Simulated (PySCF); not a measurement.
## Calculated data, BClHN

Calculation on a computer-drawn molecule: optimised geometry and harmonic frequencies of an isolated molecule of the commonest isotopes, restricted reference for singlets and unrestricted otherwise, frozen core in MP2. Program: PySCF 2.14.0.

BClHN

Start structure:
```xyz
4
BClHN
N     -0.7255     2.4864    -2.1175
B      0.5121     2.7206    -2.3603
Cl     2.1170     2.9887    -2.6167
H     -1.7118     2.3757    -1.9808
```

- charge: 0
- multiplicity: 1
- method: HF
- basis: cc-pV(D+d)Z
- rotational constants: 4.996, 4.996 GHz
- total energy: -539.2692 hartree
- convergence status largest gradient component: 2.522e-05 hartree/bohr

Drawn bonds:
```tsv
atom	other atom	order
1	2	2
2	3	1
1	4	1
```

Optimised structure:
```xyz
4
BClHN
N     -0.7234     2.5164    -2.1383
B      0.4670     2.7116    -2.3397
Cl     2.1298     2.9842    -2.6210
H     -1.6816     2.3593    -1.9763
```

Modes:
```tsv
frequency (cm⁻¹)	reduced mass (dalton)
403.5	9.109
403.5	9.109
485.9	1.142
485.9	1.142
712	11.89
2139	7.895
4096	1.103
```
